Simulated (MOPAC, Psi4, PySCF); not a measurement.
Intermolecular potential of C4H4O ··· O2S (SMILES c1ccoc1 and O=S=O). Monomers: optimised at B3LYP-D3(BJ) (def2-TZVP), held rigid. Orientation: a random orientation, not optimised. Only R, the distance of the centres of mass, is varied, so the lowest point isn't the relaxed dimer.

Geometry at R = 3.90 Å (first 9 atoms: monomer A):
```
12

C      0.5079    -0.8901     0.0194
C     -0.8506    -0.5179    -0.2416
C     -0.9048     0.8301    -0.1132
O      0.3224     1.3242     0.2093
C      1.1705     0.2617     0.2856
H      0.9275    -1.8816     0.0087
H     -1.6704    -1.1699    -0.4904
H     -1.6939     1.5537    -0.2121
H      2.1913     0.4898     0.5344
O      0.6800     0.5051    -3.1956
S      1.9919     1.0752    -3.0416
O      2.9722     0.8496    -4.0700
```

Levels of theory: RHF/LANL2DZ = restricted Hartree-Fock/LANL2DZ, with its core potentials past Ne, no counterpoise correction (PySCF); PM3, restricted, heats of formation (MOPAC); RKS-LDA (SVWN5)/6-31G* = PySCF 2.14.0 with restricted LDA (SVWN5)/6-31G*, spherical d, no counterpoise correction; SAPT0/jun-cc-pVDZ, frozen core (Psi4).

Interaction energies in kcal/mol; the last columns give the difference from SAPT0:

```tsv
R / Å	RHF/LANL2DZ	PM3	RKS-LDA (SVWN5)/6-31G*	SAPT0/jun-cc-pVDZ	RHF/LANL2DZ − SAPT0/jun-cc-pVDZ	PM3 − SAPT0/jun-cc-pVDZ	RKS-LDA (SVWN5)/6-31G* − SAPT0/jun-cc-pVDZ
3.32	4.79	11.62	-4.29	1.70	3.09	9.92	-5.99
3.50	1.78	7.80	-4.59	-0.29	2.08	8.09	-4.30
3.73	0.04	4.72	-3.96	-1.28	1.33	6.01	-2.67
3.90	-0.46	3.29	-3.24	-1.46	1.00	4.75	-1.78
4.13	-0.65	2.05	-2.29	-1.38	0.73	3.42	-0.91
4.26	-0.64	1.58	-1.82	-1.27	0.62	2.85	-0.56
4.63	-0.49	0.81	-0.86	-0.91	0.42	1.72	0.05
4.91	-0.37	0.52	-0.46	-0.69	0.31	1.21	0.23
5.43	-0.23	0.27	-0.12	-0.40	0.17	0.68	0.28
6.13	-0.14	0.15	-0.02	-0.21	0.07	0.36	0.19
7.10	-0.09	0.08	-0.01	-0.10	0.02	0.18	0.09
8.44	-0.06	0.04	-0.01	-0.05	-0.01	0.09	0.04
```

RHF/LANL2DZ is furthest from SAPT0/jun-cc-pVDZ at 3.32 (3.09 kcal/mol, above); its mean absolute difference over the points is 0.82 kcal/mol.

PM3 is furthest from SAPT0/jun-cc-pVDZ at 3.32 (9.92 kcal/mol, above); its mean absolute difference over the points is 3.27 kcal/mol.

RKS-LDA (SVWN5)/6-31G* is furthest from SAPT0/jun-cc-pVDZ at 3.32 (-5.99 kcal/mol, below); its mean absolute difference over the points is 1.42 kcal/mol.
